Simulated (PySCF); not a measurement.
**Levels of Hf(3+) from EOM-EA-GCCSD**

Reference: closed-shell Hf(4+), [Xe] 4f14; one electron is added. Calculated with PySCF 2.14, two-component X2C-1e with screened spin-orbit coupling, x2c-TZVPPall-2c with one added diffuse shell each of s, p, d, f type (12s12p11d4f1g, 140 functions); frozen [Kr] 4d10; the 34 highest virtual spinors dropped; of the others 108 kept and the rest restored at second order. No Breit or QED terms. Binding energies in eV.

| level | Koopmans | second order | EOM-CCSD |
| --- | --- | --- | --- |
| 5d3/2 | 31.913 | 32.844 | 32.778 |
| 5d5/2 | 31.380 | 32.222 | 32.166 |
| 6s1/2 | 29.768 | 30.676 | 30.638 |
| 6p1/2 | 24.078 | 24.710 | 24.702 |
| 6p3/2 | 22.985 | 23.508 | 23.502 |
| 7s1/2 | 15.234 | 15.451 | 15.442 |
| 6d3/2 | 15.174 | 15.439 | 15.437 |
| 6d5/2 | 14.989 | 15.242 | 15.241 |

Electric-dipole lines between these computed levels:

```tsv
lower	upper	ΔE (eV)	vacuum wavelength (nm)
5d3/2	6p1/2	8.076	153.5
5d3/2	6p3/2	9.276	133.7
5d5/2	6p3/2	8.664	143.1
6s1/2	6p1/2	5.936	208.9
6s1/2	6p3/2	7.136	173.7
6p1/2	7s1/2	9.261	133.9
6p1/2	6d3/2	9.265	133.8
6p3/2	7s1/2	8.060	153.8
6p3/2	6d3/2	8.065	153.7
6p3/2	6d5/2	8.261	150.1
```

Quantum defects δ = n − Z_c √(13.6057 eV / E) with Z_c = 4: 5d3/2 2.423, 5d5/2 2.399, 6s1/2 3.334, 6p1/2 3.031, 6p3/2 2.957, 7s1/2 3.245, 6d3/2 2.245, 6d5/2 2.221.

For comparison, the ionisation energy of Hf(3+) is 33.37 ± 0.025 eV (semi-empirical (NIST evaluation); NIST Atomic Spectra Database, ionization energies).

Gaps of this size point to the basis (12s12p11d4f1g), which has few functions of high l to correlate and polarise the inner shells.

The highest levels are limited by the diffuse functions of the basis.
